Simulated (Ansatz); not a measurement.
Born–Oppenheimer molecular dynamics of ClF2H3NOTa (9 atoms, charge 0, multiplicity 1). It starts from a relaxed structure.

All numbers below come from RHF/def2-SVP in Ansatz.

```
ensemble                      : NVE (velocity Verlet)
time step                     : 0.5 fs
steps asked                   : 166
starting velocities drawn for : 500 K
seed                          : 596276
```

First frame:

```xyz
9
Properties=species:S:1:pos:R:3
Ta -0.092 -0.005 -0.016
O 1.694 0.516 0.172
H 2.587 0.766 0.331
F 0.112 -1.383 1.244
N 0.180 -0.399 -1.906
H -0.552 -0.769 -2.487
H 1.042 -0.280 -2.404
Cl -0.931 2.121 0.531
F -1.863 -0.631 -0.285
```

(1) How far do the bonds stretch over the last three quarters of this one trajectory? (Pairs bonded in most of those frames.)

## Answers

(1) 
| bond | mean (Å) | spread (Å) | shortest | longest |
| --- | --- | --- | --- | --- |
| Ta1–O2 | 1.876 | 0.012 | 1.85 | 1.89 |
| Ta1–F4 | 1.865 | 0.028 | 1.82 | 1.91 |
| Ta1–N5 | 1.966 | 0.027 | 1.93 | 2.01 |
| Ta1–Cl8 | 2.382 | 0.065 | 2.26 | 2.45 |
| Ta1–F9 | 1.896 | 0.012 | 1.88 | 1.91 |
| O2–H3 | 0.942 | 0.016 | 0.92 | 0.96 |
| N5–H6 | 1.009 | 0.018 | 0.98 | 1.04 |
| N5–H7 | 1.004 | 0.011 | 0.98 | 1.02 |

Mean temperature of the second half: 218 K. The conserved energy stayed within 0.16 meV per atom of its start (net change 0.13 meV per atom), so the integration is sound. Over the second half the temperature averaged 0.44 of the 500 K drawn at the start: a run that starts near a minimum puts about half its kinetic energy into the potential. A run of 0.083 ps of so small a system gives no equilibrium averages.

Time of the run: 7.7 min on 2 threads of Arm Neoverse V1 (shared host), peak memory 0.28 GiB.
